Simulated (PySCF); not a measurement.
## How methods differ on the ionisation energy of Hg²⁺

Hg²⁺ [Xe] 4f14 5d10 (1S) → Hg³⁺ [Xe] 4f14 5d9 (2D), as a difference of total energies. Calculation: PySCF 2.14, in aug-cc-pwCVDZ-PP with ECP60MDF (6s6p5d3f, 70 functions); a scalar-relativistic core potential. Correlated levels: valence: 5s2 5p6 frozen; valence and next inner shell: nothing frozen outside the core potential. The calculations carry no spin-orbit coupling.

```tsv
method	ionisation energy (eV)
UHF	33.577
LDA	35.678
PBE	35.299
PBE0	35.193
r2SCAN	35.182
BLYP	35.168
HSE06	35.186
r2SCANh	35.160
B2PLYP	35.163
MP2 (valence)	35.289
SCS-MP2 (valence)	35.121
MP2 (valence and next inner shell)	35.105
SCS-MP2 (valence and next inner shell)	34.906
```

How much does correlation contribute at MP2 (valence and next inner shell)?

35.105 − (33.577) = 1.528 eV, measured against UHF.

The reference lies between the lowest fine-structure levels, while these numbers refer to the centres of the terms.

Errors of the correlated levels include the incompleteness of this basis and the frozen core.

For comparison: 34.49 ± 0.05 eV (measured; NIST Atomic Spectra Database, ionization energies).
